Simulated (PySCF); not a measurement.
Job for PySCF: D3(BJ) and D4 dispersion corrections on CH5N (SMILES CN).

```python
from pyscf import gto
from pyscf.dispersion import dftd3, dftd4

mol = gto.M(
    atom='''
    C    -0.58782796    0.45399772    4.03447852
    N     0.59407437   -0.36439221    3.77900073
    H    -0.73007453    0.56306663    5.11106789
    H    -1.46856913   -0.05505124    3.64012133
    H    -0.56157487    1.46393303    3.59834227
    H     1.42875520    0.08939125    4.12969438
    H     0.72047410   -0.49667677    2.78267039
    ''',
    basis='def2-svp',
    charge=0, spin=0, verbose=0, max_memory=1800)
d3, d4 = {}, {}
for xc in ['hf', 'pbe', 'blyp', 'revpbe', 'tpss', 'r2scan', 'b3lyp', 'pbe0', 'bhlyp', 'camb3lyp', 'b2plyp']:
    d3[xc] = float(dftd3.DFTD3Dispersion(mol, xc=xc, version='d3bj', atm=False).get_dispersion()['energy'])
    print(f'D3(BJ) {xc:10s} {d3[xc]:14.8f} Eh')
for xc in ['hf', 'pbe', 'blyp', 'revpbe', 'tpss', 'r2scan', 'b3lyp', 'pbe0', 'bhlyp', 'camb3lyp', 'b2plyp']:
    d4[xc] = float(dftd4.DFTD4Dispersion(mol, xc={'camb3lyp': 'cam-b3lyp'}.get(xc, xc), atm=True).get_dispersion()['energy'])
    print(f'D4     {xc:10s} {d4[xc]:14.8f} Eh')
```

It printed:

```
D3(BJ) hf            -0.02634765 Eh
D3(BJ) pbe           -0.00266533 Eh
D3(BJ) blyp          -0.00541820 Eh
D3(BJ) revpbe        -0.00748943 Eh
D3(BJ) tpss          -0.00318677 Eh
D3(BJ) r2scan        -0.00065921 Eh
D3(BJ) b3lyp         -0.00434885 Eh
D3(BJ) pbe0          -0.00212155 Eh
D3(BJ) bhlyp         -0.00317400 Eh
D3(BJ) camb3lyp      -0.00169454 Eh
D3(BJ) b2plyp        -0.00183688 Eh
D4     hf            -0.00949532 Eh
D4     pbe           -0.00208640 Eh
D4     blyp          -0.00494167 Eh
D4     revpbe        -0.00889096 Eh
D4     tpss          -0.00284359 Eh
D4     r2scan        -0.00049684 Eh
D4     b3lyp         -0.00333150 Eh
D4     pbe0          -0.00169015 Eh
D4     bhlyp         -0.00208376 Eh
D4     camb3lyp      -0.00163827 Eh
D4     b2plyp        -0.00143391 Eh
```

The run finished.

Cost: very roughly 0.04 core-seconds.
